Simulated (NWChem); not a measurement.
# C3H6OSi; SMILES CC1=C[SiH2]O1

```xyz
11

C      0.0697     2.2124     0.0000
C     -0.1055     0.7334     0.0000
C     -1.2070    -0.0821     0.0000
Si     0.0234    -1.4530     0.0000
O      1.0636    -0.0284     0.0000
H     -0.9052     2.7330     0.0000
H      0.6540     2.5234     0.8909
H      0.6540     2.5234    -0.8909
H     -2.2653     0.1952     0.0000
H      0.2416    -2.2937     1.2254
H      0.2416    -2.2937    -1.2254
```
Atoms are numbered in this order, from 1.

Program: NWChem. Pople sets run with spherical d functions. All runs use the structure optimised with PBE-D3(BJ)/def2-SVP. Level PBE0/6-31G*: energy and gradient; each run changes one setting, and changes count from the defaults (medium grid, exact Coulomb integrals, symmetry on).

```tsv
setting	size of the energy change (μHa)	largest change of a gradient component (μHa/bohr)	time, defaults = 1 (rough)
defaults	< 10	< 30	about 1
symmetry off	< 10	other frame	about 1
extra-fine grid	< 10	80	3
coarse grid	40	300	about 1
```
